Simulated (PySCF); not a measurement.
**SMILES C=Cc1ncncn1, C$_{5}$H$_{5}$N$_{3}$**

Molfile (atoms numbered from 1):
```
C5H5N3
     RDKit          3D

 13 13  0  0  0  0  0  0  0  0999 V2000
   -2.5309    0.2283    0.0712 C   0  0  0  0  0  0  0  0  0  0  0  0
   -1.5144   -0.6278    0.2158 C   0  0  0  0  0  0  0  0  0  0  0  0
   -0.1085   -0.2337    0.0778 C   0  0  0  0  0  0  0  0  0  0  0  0
    0.1848    1.0425   -0.2081 N   0  0  0  0  0  0  0  0  0  0  0  0
    1.4743    1.3165   -0.3154 C   0  0  0  0  0  0  0  0  0  0  0  0
    2.4708    0.4454   -0.1650 N   0  0  0  0  0  0  0  0  0  0  0  0
    2.0719   -0.7907    0.1160 C   0  0  0  0  0  0  0  0  0  0  0  0
    0.8134   -1.1893    0.2489 N   0  0  0  0  0  0  0  0  0  0  0  0
   -3.5676   -0.0975    0.1806 H   0  0  0  0  0  0  0  0  0  0  0  0
   -2.3348    1.2784   -0.1613 H   0  0  0  0  0  0  0  0  0  0  0  0
   -1.6712   -1.6838    0.4482 H   0  0  0  0  0  0  0  0  0  0  0  0
    1.7484    2.3530   -0.5489 H   0  0  0  0  0  0  0  0  0  0  0  0
    2.8521   -1.5503    0.2504 H   0  0  0  0  0  0  0  0  0  0  0  0
  1  2  2  0
  2  3  1  0
  3  4  2  0
  4  5  1  0
  5  6  2  0
  6  7  1  0
  7  8  2  0
  8  3  1  0
  1  9  1  0
  1 10  1  0
  2 11  1  0
  5 12  1  0
  7 13  1  0
M  END
```

Computed, not measured: quadratic response CAM-B3LYP/aug-cc-pVDZ first hyperpolarisability, Taylor convention, gas phase in PySCF 2.14.0. Geometry: PBE0-D3(BJ)/def2-SVP.

(1) Give the tensor of the static β(0;0,0) in the axes of these coordinates.

Results:

(1) In au, Taylor convention; rows are the first index (the induced dipole):
```csv
,xx,yy,zz,xy,xz,yz
x,-281.3,+23.4,+35.4,-59.9,+26.4,+5.5
y,-59.9,+28.7,+5.5,+23.4,+5.5,-4.8
z,+26.4,-4.8,-7.6,+5.5,+35.4,+5.5
```
Norm of βᵢ = ⅓ Σⱼ (βᵢⱼⱼ + βⱼᵢⱼ + βⱼⱼᵢ): 224.4 au, hyper-Rayleigh value 115.0 au.
